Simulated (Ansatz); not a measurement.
Program: Ansatz. Geometries: PBE0-D4/def2-TZVP. ΔE: electronic, gas phase. CCSD(T)/CBS adds triple-zeta CCSD(T) − MP2 to the extrapolated MP2 energy (def2 sets, frozen cores). DFT in def2-TZVPP. Each species was taken in one conformer, which may not be the lowest.

Consider the ligand exchange at the Si–O bond: `FC(F)O[SiH3]` + `CN[SiH](O)O` → `CN([SiH3])[SiH](O)O` + `OC(F)F`.

```
         level  ΔE (kcal/mol)
     r2SCAN-D4            7.3
       ωB97M-V            7.2
        B2PLYP            8.6
           PBE            7.0
        r2SCAN            7.7
          PBE0            7.2
MP2/def2-QZVPP            6.9
CCSD/CBS(def2)            8.1
```

**Question.** What does CCSD(T)/CBS give? (Estimate.)

**Answer.** Ansatz gave: +7.3 kcal/mol. The listed levels differ from it by 0.0, -0.1, 1.3, -0.3, 0.4, -0.1, -0.4, 0.8 kcal/mol.

Largest T1 diagnostic among the species: 0.012.

In def2-TZVPP, CCSD(T) changes the Hartree–Fock value by −4.7 kcal/mol (the triples alone add −0.8 kcal/mol) and MP2 by −5.0 kcal/mol. The D4 term adds −2.0 kcal/mol with B3LYP and −1.1 kcal/mol with PBE0; it sums over pairs of atoms, weighted by their polarisabilities, and B3LYP, whose exchange is more repulsive, gets the larger term.

B3LYP here is the variant with VWN-RPA as its local correlation; programs differ in this.
